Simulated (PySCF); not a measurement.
Isomers of C4H4F3N3.

All values: PBE0/pcSseg-1 (PySCF) at GFN2-xTB geometries, gas phase, one conformer each.

(1) Rank by the lowest IAO charge on any atom, lowest value first.
A. `Cn1cc(C(F)(F)F)nn1`
B. `Cc1nn[nH]c1C(F)(F)F`
C. `[F:1][C:2]([F:3])([F:4])[CH2:5][n:6]1[n:7][cH:8][cH:9][n:10]1` with C2–C5–N6–N7 -89°

(2) Rank by dipole moment, highest first.
A. `CN1C=C(C(F)(F)F)N=N1`
B. `[F:1][C:2]([F:3])([F:4])[CH2:5][n:6]1[n:7][cH:8][cH:9][n:10]1` with C2–C5–N6–N7 -89°
C. `Cn1nncc1C(F)(F)F`
D. `Cc1nn[nH]c1C(F)(F)F`
E. `[F:1][C:2]([F:3])([F:4])[CH2:5][n:6]1[cH:7][n:8][n:9][cH:10]1` with C2–C5–N6–C7 -88°
F. `Cn1ncc(C(F)(F)F)n1`

Answers

(1) B (-0.442 e), A (-0.320 e), C (-0.284 e).

(2) A (5.95 D), E (5.34 D), F (3.31 D), C (2.48 D), B (2.01 D), D (1.72 D).

All values together:

```
             SMILES  μ (D)  HOMO (eV)  LUMO (eV)  lowest IAO charge (e)  highest IAO charge (e)  lowest Hirshfeld charge (e)  highest Hirshfeld charge (e)
 Cn1ncc(C(F)(F)F)n1   3.31      -8.36      -0.74             -0.315 (C)              +0.809 (C)                   -0.127 (N)                    +0.258 (C)
   FC(F)(F)Cn1cnnc1   5.34      -7.49      -0.21             -0.279 (F)              +0.807 (C)                   -0.156 (N)                    +0.259 (C)
Cc1nn[nH]c1C(F)(F)F   1.72      -8.03      -0.93             -0.442 (C)              +0.803 (C)                   -0.130 (N)                    +0.261 (C)
   FC(F)(F)Cn1nccn1   2.01      -8.13      -0.50             -0.284 (F)              +0.809 (C)                   -0.132 (N)                    +0.259 (C)
   Cn1nncc1C(F)(F)F   2.48      -8.17      -0.94             -0.325 (C)              +0.802 (C)                   -0.136 (N)                    +0.261 (C)
 Cn1cc(C(F)(F)F)nn1   5.95      -8.25      -0.69             -0.320 (C)              +0.808 (C)                   -0.132 (N)                    +0.258 (C)
```

Conformers: `[F:1][C:2]([F:3])([F:4])[CH2:5][n:6]1[cH:7][n:8][n:9][cH:10]1` with C2–C5–N6–C7 -88°; `[F:1][C:2]([F:3])([F:4])[CH2:5][n:6]1[n:7][cH:8][cH:9][n:10]1` with C2–C5–N6–N7 -89°.
